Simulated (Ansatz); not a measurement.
Isomers of Cu$_{2}$F$_{2}$⁻ (doublet), relaxed with PBE0-D4/def2-SVPD; total energies from Ansatz at ωB97X-V/def2-TZVPD.

| isomer | description | energy (Eh) |
| --- | --- | --- |
| A | point group C2h; 2 × Cu–F 1.83 Å; 1 × Cu–Cu 2.36 Å | -3480.55321 |
| B | point group Cs; 3 × Cu–F 1.81 to 1.98 Å | -3480.56183 |

The isomers come from a short search, and lower ones may exist.

Problem. Work out the relative energies (1 Eh = 2625.5 kJ/mol) and the Boltzmann populations at 800 K from electronic energies alone (R = 8.314 J/mol/K).

Solution. ΔE: A 22.6, B 0.0 kJ/mol. RT = 6.65 kJ/mol. Factors exp(−ΔE/RT): A 0.0334, B 1; sum 1.033. Populations: A 3.2 %, B 96.8 %. Zero-point energy, vibrational entropy and symmetry numbers are left out and can shift these; an error of 4 kJ/mol changes a ratio by a factor of 1.8. Over the other density-functional and correlated levels in def2 sets, the gap between B and A ranges from 0 to 48 kJ/mol.
